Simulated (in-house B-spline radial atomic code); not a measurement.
Relativistic effects in Mn³⁺, [Ar] 3d4: non-relativistic Hartree-Fock (point nucleus) against Dirac-Hartree-Fock (Fermi nucleus of rms radius 3.7057 fm), both averages of the configuration, computed with a B-spline radial code for spherical atoms.

```
orbital  ε NR (Eh)  ε Dirac (Eh)  <r> NR (bohr)  <r> Dirac (bohr)  change of <r> (%)
  1s1/2    -241.94          -244        0.06153           0.06086               -1.1
  2s1/2    -30.533       -30.959         0.2807            0.2775               -1.1
  2p1/2    -26.236        -26.57         0.2475            0.2444               -1.3
  2p3/2    -26.236        -26.18         0.2475            0.2472               -0.1
  3s1/2    -5.1679             ?         0.8513                 ?                  ?
  3p1/2    -3.8177       -3.8649          0.894            0.8859               -0.9
  3p3/2    -3.8177             ?          0.894                 ?                  ?
  3d3/2     -1.884        -1.876          1.029             1.031               +0.2
  3d5/2     -1.884       -1.8711          1.029             1.034               +0.5
```

Problem. What happens to 3p3/2?

Solution. Its energy goes to -3.8138 hartree and <r> to 0.8936 bohr (-0.04 %).

Problem. What happens to 3s1/2?

Solution. Its energy goes to -5.2365 hartree and <r> to 0.8437 bohr (-0.89 %).

Problem. What explains the pattern of contraction and expansion?

Solution. Expansion is seen in 3d3/2, 3d5/2. The s and p1/2 orbitals contract directly, screen the nucleus better, and so push out orbitals that have little density near the nucleus; spin-orbit coupling adds to this for j = l + 1/2 and opposes it for j = l - 1/2.

Problem. By how much does the total energy change?

Solution. By -7.6958 hartree, from -1147.741 to -1155.437.
